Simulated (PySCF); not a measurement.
CH4F2OSi, SMILES C[Si](O)(F)F.

Geometry: ωB97X-D3(BJ)/def2-SVP. The values are those of a single conformer.

The numbers are results of TDDFT-CAM-B3LYP/def2-SVPD run with PySCF, not measurements.

Vertical excitations. The molecule is in vacuum. State labels are in the subgroup Cs.

```
state  symmetry  energy (eV)  λ (nm)      f                                                                   main pairs
-----  --------  -----------  ------  -----  ---------------------------------------------------------------------------
S1           A"         8.62     144  0.030                                             HOMO→LUMO 83 %, HOMO→LUMO+1 13 %
S2           A'         9.34     133  0.095                                           HOMO−1→LUMO 71 %, HOMO−2→LUMO 17 %
S3           A'         9.54     130  0.127                                           HOMO−2→LUMO 65 %, HOMO−1→LUMO 17 %
S4           A"        10.27     121  0.001                                             HOMO→LUMO+1 68 %, HOMO→LUMO 13 %
S5           A'        10.47     118  0.016                                                           HOMO−1→LUMO+1 83 %
S6           A"        10.61     117  0.010                                                             HOMO−3→LUMO 67 %
S7           A'        10.83     115  0.047  HOMO−4→LUMO 34 %, HOMO−2→LUMO+1 25 %, HOMO−1→LUMO+2 16 %, HOMO−4→LUMO+1 8 %
S8           A"        10.85     114  0.006                                           HOMO→LUMO+2 58 %, HOMO→LUMO+6 10 %
S9           A'        10.93     113  0.000                                         HOMO−1→LUMO+2 62 %, HOMO−4→LUMO 12 %
S10          A"        10.95     113  0.001   HOMO−1→LUMO+3 52 %, HOMO−1→LUMO+5 11 %, HOMO−3→LUMO 9 %, HOMO−1→LUMO+8 8 %
T1           A"         8.19     151      0                                             HOMO→LUMO 77 %, HOMO→LUMO+1 15 %
T2           A'         8.99     138      0                        HOMO−1→LUMO 45 %, HOMO−2→LUMO 36 %, HOMO−2→LUMO+1 8 %
T3           A'         9.12     136      0                       HOMO−2→LUMO 40 %, HOMO−1→LUMO 37 %, HOMO−1→LUMO+1 10 %
T4           A'        10.05     123      0                                       HOMO−1→LUMO+1 55 %, HOMO−1→LUMO+7 14 %
```
Triplets are in the Tamm–Dancoff approximation, which puts them higher than full response would, so one can lie above its singlet here.
